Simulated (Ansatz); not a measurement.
This geometry of CH₄BClO (8 atoms, charge 0, multiplicity 1) is a first-order saddle point.

Method: RKS PBE0-D4/def2-SVP in Ansatz 0.2.0.

```xyz
8
Properties=species:S:1:pos:R:3
C -0.209 0.940 0.087
B -0.058 -0.582 -0.248
O 0.450 -1.484 0.631
Cl -0.684 -1.202 -1.798
H -0.436 1.571 -0.782
H 0.682 1.326 0.609
H -1.045 1.038 0.802
H 1.391 -1.665 0.643
```

(1) Which two structures does it join? (They come from a converged band through this point; their orientation in space is the band's.)

(2) How far does it lie above each of them?

Answers

(1) No bond is made or broken.

Image 0:

```xyz
8
Properties=species:S:1:pos:R:3
C -0.230 0.997 0.137
B 0.127 -0.489 -0.178
O 0.324 -1.389 0.803
Cl 0.290 -1.036 -1.875
H -1.185 1.273 -0.341
H 0.530 1.671 -0.290
H -0.304 1.183 1.217
H 0.540 -2.268 0.471
```

Image 8:

```xyz
8
Properties=species:S:1:pos:R:3
C -0.166 0.852 0.142
B -0.038 -0.628 -0.363
O 0.712 -1.584 0.220
Cl -0.933 -1.137 -1.807
H 0.092 1.553 -0.668
H 0.462 1.084 1.016
H -1.215 1.067 0.405
H 1.178 -1.264 0.999
```

(2) 0.55 eV above the first and 0.45 eV above the second. This is the barrier of this one path; another mechanism may lie lower.

The run took 3.8 min on 1 thread of Intel(R) Xeon(R) Platinum 8375C CPU @ 2.90GHz (Ice Lake) (shared host), peak memory 0.18 GiB.
